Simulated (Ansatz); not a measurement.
A made-up structure of HSeSO (charge -1), singlet:

```xyz
4
angstrom
O -0.0337 0.6220 1.3173
S -0.9482 -0.0114 0.3503
Se 0.0617 0.2792 -1.0540
H 0.9202 -0.8897 -0.6137
```

It is relaxed with PBE-D4/def2-SVPD and then PBE0-D4/def2-TZVPD (Ansatz 0.2.0). Atoms count as bonded within 1.22 times the sum of their covalent radii (H–H: 0.88 Å). The end point is not checked to be a true minimum.

Does its bonding change? (A judgement: the text doesn't fix the answer.)

By the calculation: No: no bond forms or breaks.

Where it ends: The first stage lowers the energy by 4.61 eV in 8 steps. It ends as HSeSO ([O][S][SeH]), total charge -1:
O1  (-0.311, 0.811, 1.771)
S2  (-1.024, 0.113, 0.610)
Se3  (0.218, 0.125, -1.291)
H4  (1.116, -1.049, -1.090)
(Å)

Labels in which every atom is bracketed show which atoms are joined, not bond orders.

For scale, one of the runs: PBE0-D4/def2-TZVPD relaxation, 152 basis functions, launched by `ansatz run in.yaml --threads 2 --pin off --events-out ev --progress --plain --max-ram 4352MiB`. Hardware: 2 CPU threads of an Intel Xeon, shared host. Wall time about 88 s.
